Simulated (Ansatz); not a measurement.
Basis sets compared for [CoI(H2O)5]2+ (CoIO5H10²⁺). Total charge 2; singlet. Geometry r2SCAN-D4/def2-SVP. Ansatz on 2 threads of AMD EPYC 7R13 on a shared host and a share (18 GiB) of an NVIDIA H100 80GB HBM3; times are rough, and most runs start from earlier orbitals.

Cartesian coordinates in Å:
```
Co 0.095 -0.185 -0.107
I 1.120 -2.166 -1.271
O -0.709 1.432 0.825
H -0.766 1.574 1.786
H -1.208 2.146 0.393
O 0.606 -0.820 1.636
H 1.472 -0.472 1.930
H 0.668 -1.789 1.752
O -0.501 0.601 -1.760
H -1.399 0.316 -2.023
H 0.057 0.452 -2.550
O -1.607 -1.074 -0.008
H -2.162 -0.936 0.783
H -1.663 -2.018 -0.257
O 1.761 0.770 -0.167
H 2.504 0.430 -0.704
H 1.734 1.741 -0.259
```

In the def2 sets I takes a core potential; there is no spin–orbit coupling. The restricted singlet is unstable towards broken spin symmetry in Hartree–Fock (as tested in another run); at PBE-D4/def2-SVP, PBE-D4/def2-TZVP, PBE0-D4/def2-SVP, PBE0-D4/def2-TZVP this wasn't settled. The order of the spin states hangs on the level: the triplet lies 1.00 eV below the singlet at PBE0-D4/def2-TZVP, but 0.31 eV above it at PBE-D4/def2-TZVP. The triplet is doubtful at PBE0-D4/def2-TZVP (⟨S²⟩ 3.00, where a pure state has 2.00). The triplet is doubtful at PBE-D4/def2-TZVP (⟨S²⟩ 2.89, where a pure state has 2.00).

| level | functions | energy (Eh) | HOMO (eV) | LUMO (eV) | wall time |
| --- | --- | --- | --- | --- | --- |
| PBE-D4/def2-SVP | 177 | -2060.9956 | -13.97 | -13.26 | 4.1 s |
| PBE0-D4/def2-SVP | 177 | -2061.0099 | -15.26 | -12.20 | 8 s |

(1) Estimate the rows for PBE-D4/def2-TZVP, PBE0-D4/def2-TZVP (with forces).

## Answers

(1) 
```
                          level  functions  energy (Eh)  HOMO (eV)  LUMO (eV)  wall time
               PBE-D4/def2-TZVP        310   -2061.6600     -14.06     -13.37      4.6 s
PBE0-D4/def2-TZVP (with forces)        310   -2061.6620     -15.29     -12.18      6.5 s
```
